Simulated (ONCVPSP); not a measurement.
What the settings do to the ONCV potential of Ni (Z = 28)

Base potential:

nickel (Ni), optimised norm-conserving Vanderbilt (ONCV), made with ONCVPSP 4.0.1 (PBE, scalar-relativistic). Core [Ne], reference 3s2 3p6 3d8 4s1 (charge +1). Waves: 3s+4s: rc 1.10 bohr, ncon 3, nbas 7, qcut 10.7 1/bohr, 2 projectors; 3p: rc 0.75 bohr, ncon 4, nbas 8, qcut 12.5 1/bohr, 1 projector; 3d: rc 1.05 bohr, ncon 4, nbas 9, qcut 15.7 1/bohr, 1 projector. Local part: polynomial inside 0.50 bohr (lpopt 2, dvloc0 3 Ha). Core correction: none.

Cutoffs, loose and tight: the cutoffs (Ha) at which the residual kinetic energy of the hardest occupied pseudo-wave falls to 1 and 0.1 mHa per electron. They do not see the model core or the augmentation charge, which bear on the density cutoff. Test errors are all-electron minus pseudo excitation energies from the reference, over the configurations 3s2 3p6 3d8 4s2; 3s2 3p6 3d8 4s0; 3s2 3p6 3d7 4s0; 3s2 3p6 3d8 4s1.5. A dash means not determined; rows that change the core or the reference have their own tests.

```csv
change,outcome,"cutoff, loose","cutoff, tight",bound ghosts,GHOST(+) flags above zero,largest test error (meV)
base,generated,91 Ha,212 Ha,none,none,-6.3
"s: ncon 4, nbas 8",generated,91 Ha,212 Ha,none,s,-6.2
"core correction Teter function, fcfact 5.25, rcfact 1.05",generated,91 Ha,212 Ha,none,none,-6.3
p: nproj 2,generated,91 Ha,212 Ha,none,none,-6.9
functional LDA (Perdew-Wang 92),generated,91 Ha,209 Ha,none,none,-6.3
s: qcut 12.6; p: qcut 14.7; d: qcut 18.5,generated,107 Ha,124 Ha,none,s,-5.4
```

What comes out with this change to the base: p: qcut 8.9?

outcome: generated; cutoff, loose: 110 Ha; cutoff, tight: 338 Ha; bound ghosts: none; GHOST(+) flags above zero: none; largest test error (meV): -6.1.

What comes out with this change to the base: all radii scaled by about 1.24 (s 1.36, p 0.94, d 1.30 bohr); local potential polynomial inside 0.62 bohr (lpopt 2, dvloc0 3 Ha)?

outcome: generated; cutoff, loose: 76 Ha; cutoff, tight: 88 Ha; bound ghosts: none; GHOST(+) flags above zero: none; largest test error (meV): -7.8.

What comes out with this change to the base: p: qcut 8.5?

outcome: generated; cutoff, loose: 104 Ha; cutoff, tight: 334 Ha; bound ghosts: none; GHOST(+) flags above zero: none; largest test error (meV): -6.1.
